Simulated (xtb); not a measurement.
tungsten atom (W), quintet (GFN-xTB shapes and energies of metal compounds can be far from the true ones); GFN1-xTB in xtb.

xtb was given this input:
```
$ xtb mol.xyz --gfn 1 --chrg 0 --uhf 4 --json

# file mol.xyz
1

W      0.00000000     0.00000000     0.00000000
```

Output, abridged:

```
   ID    Z sym.   atoms
    1   74 W      1

           -------------------------------------------------
          |                Calculation Setup                |
           -------------------------------------------------

           -------------------------------------------------
          |                 G F N 1 - x T B                 |
           -------------------------------------------------

          ...................................................
          :                      SETUP                      :
          :.................................................:
          :  # basis functions                  10          :
          :  # atomic orbitals                   9          :
          :  # shells                            3          :
          :  # electrons                         6          :
          :  # halogen bonds                     0          :
          :  max. iterations                   250          :
          :  Hamiltonian                  GFN1-xTB          :
          :  restarted?                      false          :
          :  GBSA solvation                  false          :
          :  PC potential                    false          :
          :  electronic temp.          300.0000000     K    :
          :  accuracy                    1.0000000          :
          :  -> integral cutoff          0.2500000E+02      :
          :  -> integral neglect         0.1000000E-07      :
          :  -> SCF convergence          0.1000000E-05 Eh   :
          :  -> wf. convergence          0.2000000E-04 e    :
          :  Broyden damping             0.4000000          :
          :  net charge                          0          :
          :  unpaired electrons                  4          :
          ...................................................

 iter      E             dE          RMSdq      gap      omega  full diag
   1     -1.9863137 -0.198631E+01  0.283E+01    5.63       5.6  T
   2     -1.9863137  0.000000E+00  0.226E+01    5.63       5.6  T
   3     -1.9863137  0.000000E+00  0.174E+01    5.62       5.6  T
   4     -1.9863137  0.000000E+00  0.139E+01    5.62       5.6  T
   5     -1.9863137  0.000000E+00  0.112E+01    5.62       5.6  T
   6     -1.9863137  0.000000E+00  0.892E+00    5.62       5.6  T
   7     -1.9863137  0.000000E+00  0.714E+00    5.62       5.6  T
   8     -1.9863137  0.000000E+00  0.571E+00    5.62       5.6  T
   9     -1.9863137  0.000000E+00  0.457E+00    5.62       5.6  T
  10     -1.9863137  0.000000E+00  0.365E+00    5.62       5.6  T
  11     -1.9863137  0.000000E+00  0.292E+00    5.62       5.6  T
  12     -1.9863137  0.000000E+00  0.234E+00    5.62       5.6  T
  13     -1.9863137  0.000000E+00  0.187E+00    5.61       5.6  T
  14     -1.9863137  0.000000E+00  0.150E+00    5.61       5.6  T
  15     -1.9863137  0.000000E+00  0.120E+00    5.61       5.6  T
  16     -1.9863137  0.000000E+00  0.958E-01    5.61       5.6  T
  17     -1.9863137  0.000000E+00  0.766E-01    5.61       5.6  T
  18     -1.9863137  0.000000E+00  0.613E-01    5.61       5.6  T
  19     -1.9863137  0.000000E+00  0.490E-01    5.61       5.6  T
  20     -1.9863137  0.000000E+00  0.392E-01    5.61       5.6  T
  21     -1.9863137  0.000000E+00  0.314E-01    5.61       5.6  T
  22     -1.9863137  0.000000E+00  0.251E-01    5.61       5.6  T
  23     -1.9863137  0.000000E+00  0.201E-01    5.61       5.6  T
  24     -1.9863137  0.000000E+00  0.161E-01    5.61       5.6  T
  25     -1.9863137  0.000000E+00  0.129E-01    5.61       5.6  T
  26     -1.9863137  0.000000E+00  0.103E-01    5.61       5.6  T
  27     -1.9863137  0.000000E+00  0.823E-02    5.61       5.6  T
  28     -1.9863137  0.000000E+00  0.658E-02    5.61       5.6  T
  29     -1.9863137  0.000000E+00  0.527E-02    5.61       5.6  T
  30     -1.9863137  0.000000E+00  0.421E-02    5.61       5.6  T
  31     -1.9863137  0.000000E+00  0.337E-02    5.61       5.6  T
  32     -1.9863137  0.000000E+00  0.270E-02    5.61       5.6  T
  33     -1.9863137  0.000000E+00  0.216E-02    5.61       5.6  T
  34     -1.9863137  0.000000E+00  0.173E-02    5.61       5.6  T
  35     -1.9863137  0.000000E+00  0.138E-02    5.61       5.6  T
  36     -1.9863137  0.000000E+00  0.110E-02    5.61       5.6  T
  37     -1.9863137  0.000000E+00  0.883E-03    5.61       5.6  T
  38     -1.9863137  0.000000E+00  0.707E-03    5.61       5.6  T
  39     -1.9863137  0.000000E+00  0.565E-03    5.61       5.6  T
  40     -1.9863137  0.000000E+00  0.452E-03    5.61       5.6  T
  41     -1.9863137  0.000000E+00  0.362E-03    5.61       5.6  T
  42     -1.9863137  0.000000E+00  0.289E-03    5.61       5.6  T
  43     -1.9863137  0.000000E+00  0.232E-03    5.61       5.6  T
  44     -1.9863137  0.000000E+00  0.185E-03    5.61       5.6  T
  45     -1.9863137  0.000000E+00  0.148E-03    5.61       5.6  T
  46     -1.9863137  0.000000E+00  0.119E-03    5.61       5.6  T
  47     -1.9863137  0.000000E+00  0.949E-04    5.61       5.6  T
  48     -1.9863137  0.000000E+00  0.759E-04    5.61       5.6  T
  49     -1.9863137  0.000000E+00  0.607E-04    5.61       5.6  T
  50     -1.9863137  0.000000E+00  0.486E-04    5.61       5.6  T
  51     -1.9863137  0.000000E+00  0.389E-04    5.61       5.6  T
  52     -1.9863137  0.000000E+00  0.311E-04    5.61       5.6  T
  53     -1.9863137  0.000000E+00  0.249E-04    5.61       5.6  T
  54     -1.9863137  0.000000E+00  0.199E-04    5.61       5.6  T
  55     -1.9863137  0.000000E+00  0.159E-04    5.61       5.6  T

   *** convergence criteria satisfied after 55 iterations ***

         :::::::::::::::::::::::::::::::::::::::::::::::::::::
         ::                     SUMMARY                     ::
         :::::::::::::::::::::::::::::::::::::::::::::::::::::
         :: total energy              -1.986313698879 Eh    ::
         :: gradient norm              0.000000000000 Eh/a0 ::
         :: HOMO-LUMO gap              5.613926608285 eV    ::
         ::.................................................::
         :: SCC energy                -1.986313698879 Eh    ::
         :: -> electrostatic           0.000041492343 Eh    ::
         :: repulsion energy           0.000000000000 Eh    ::
         :: dispersion energy          0.000000000000 Eh    ::
         :: halogen bond corr.         0.000000000000 Eh    ::
         :: add. restraining           0.000000000000 Eh    ::
         :: total charge              -0.000000000164 e     ::
         :::::::::::::::::::::::::::::::::::::::::::::::::::::

           -------------------------------------------------
          |                Property Printout                |
           -------------------------------------------------

    * Orbital Energies and Occupations

         #    Occupation            Energy/Eh            Energy/eV
      -------------------------------------------------------------
         1        1.2000           -0.3274523              -8.9104
         2        1.2000           -0.3274523              -8.9104
         3        1.2000           -0.3274523              -8.9104
         4        1.2000           -0.3274523              -8.9104
         5        1.2000           -0.3274523              -8.9104 (HOMO)
         6                         -0.1211443              -3.2965 (LUMO)
         7                         -0.1211443              -3.2965
         8                         -0.1211443              -3.2965
         9                         -0.1026297              -2.7927
      -------------------------------------------------------------
                  HL-Gap            0.2063080 Eh            5.6139 eV
             Fermi-level           -0.2765338 Eh           -7.5249 eV

  Mulliken/CM5 charges         n(s)   n(p)   n(d)
     1W    -0.00000 -0.00000   0.000  0.000  6.000

Wiberg/Mayer (AO) data.
largest (>0.10) Wiberg bond orders for each atom

 ---------------------------------------------------------------------------
     #   Z sym  total        # sym  WBO       # sym  WBO       # sym  WBO
 ---------------------------------------------------------------------------
     1  74 W    0.000
 ---------------------------------------------------------------------------

 dipole moment from electron density (au)
     X       Y       Z
   0.0000   0.0000   0.0000  total (Debye):    0.000

           -------------------------------------------------
          | TOTAL ENERGY               -1.986313698879 Eh   |
          | GRADIENT NORM               0.000000000000 Eh/α |
          | HOMO-LUMO GAP               5.613926608285 eV   |
           -------------------------------------------------

normal termination of xtb
```
